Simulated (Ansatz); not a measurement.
Compare A (`O[SiH2]C(F)Cl`) with its isomer B (`O[SiH](Cl)CF`).

Gas-phase electronic energies from Ansatz, PBE0-D4/def2-TZVP geometries. CCSD(T)/CBS is the MP2 limit (def2-TZVPP, def2-QZVPP) plus CCSD(T) − MP2 in def2-TZVPP, frozen cores. DFT in def2-TZVPP. B3LYP here is the variant with VWN-RPA as its local correlation; programs differ in this. Each species was taken in one conformer, which may not be the lowest.

Question: Which isomer does CCSD(T)/CBS put lower? Give the gap. (Estimate.)

Answer: Computed: B, by 163.1 kJ/mol.

Question: Give E(B) − E(A) in kJ/mol with r2SCAN-D4, MP2/def2-TZVPP, CCSD/def2-TZVPP, B3LYP, PBE0-D4, ωB97M-V, HF/def2-TZVPP. (Estimate.)

Answer: Computed: r2SCAN-D4 -161.8, MP2/def2-TZVPP -166.2, CCSD/def2-TZVPP -164.3, B3LYP -160.3, PBE0-D4 -161.1, ωB97M-V -163.1, HF/def2-TZVPP -172.1. None reverses the order clearly.

Largest T1 diagnostic: 0.011.

From PBE to PBE0 (25 % exact exchange), in def2-TZVPP and without D4, E(B) − E(A) moves by −7.6 kJ/mol. In def2-TZVPP, CCSD(T) changes the Hartree–Fock value by +10.8 kJ/mol (the triples alone add +3.0 kJ/mol) and MP2 by +5.9 kJ/mol.
